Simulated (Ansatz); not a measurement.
Ag2Cl. Total charge 0; quartet. Geometry PBE-D4/def2-TZVP; atoms count from 1.

```csv
atom,x (Å),y (Å),z (Å)
Ag1,-0.5333,1.3877,-0.5836
Ag2,-0.0439,-1.4339,-0.7020
Cl3,0.5772,0.0462,1.2856
```

In the def2 sets Ag takes a core potential; there is no spin–orbit coupling. At PBE0-D4/def2-TZVP a doublet of charge 0 lies 3.64 eV below the quartet, each at its own geometry. The structure comes from a short search, and lower isomers may exist.

(1) Estimate the Mulliken populations from the PBE0/def2-TZVP orbitals of Ansatz.

(2) Where does the spin sit?

(3) And the Mayer bond orders between bonded heavy atoms (over 0.3)?

Results:

(1) 
| atom | charge (e) | spin (α − β) | d electrons |
| --- | --- | --- | --- |
| Ag1 | 0.07 | 1.19 | 9.72 |
| Ag2 | 0.07 | 1.19 | 9.72 |
| Cl3 | -0.13 | 0.62 | – |
Mulliken values and Mayer orders depend strongly on the basis.

(2) Summed by element: Ag 2.38, Cl 0.62, of 3 unpaired in all. Largest on single atoms: Ag1 1.19, Ag2 1.19, Cl3 0.62.

(3) Ag1–Ag2 0.48 (2.87 Å); Ag1–Cl3 0.51 (2.55 Å); Ag2–Cl3 0.51 (2.55 Å).
